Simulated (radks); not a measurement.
Spherical jellium clusters: N electrons in a uniform positive sphere of charge N and radius rs N^(1/3), rs = 2.62 bohr. Calculated with a radial shooting solver with Libxc functionals: non-relativistic Kohn-Sham, PBE, spin-polarised, spherical densities. Levels are named by radial order and angular momentum (1s, 1p, 1d, 2s, ...), and open shells are averaged over m.

N = 16, configuration 1s2 1p6 1d(up 5, down 3). This is the lowest configuration that the search found. Occupied and some empty levels:

| level | occupation | eigenvalue (eV) | <r> (bohr) |
|---|---|---|---|
| 1s up | 1 | -8.5061 | 4.055 |
| 1s down | 1 | -8.3715 | 3.929 |
| 1p up | 3 | -6.3687 | 5.030 |
| 1p down | 3 | -6.1016 | 4.974 |
| 1d up | 5 | -3.9140 | 5.827 |
| 1d down | 3 | -3.5968 | 5.828 |
| 2s up | 0 | -3.3140 | 5.413 |
| 2s down | 0 | -3.1862 | 5.452 |
| 1f up | 0 | -1.3122 | 6.820 |
| 2p up | 0 | -1.0395 | 8.082 |
| 1f down | 0 | -1.0063 | 6.937 |
| 2p down | 0 | -0.90552 | 8.248 |

Energy (eV): total -20.0477, kinetic 59.145, external -1223.2, Hartree 592.86, exchange-correlation -81.952, background 633.09.
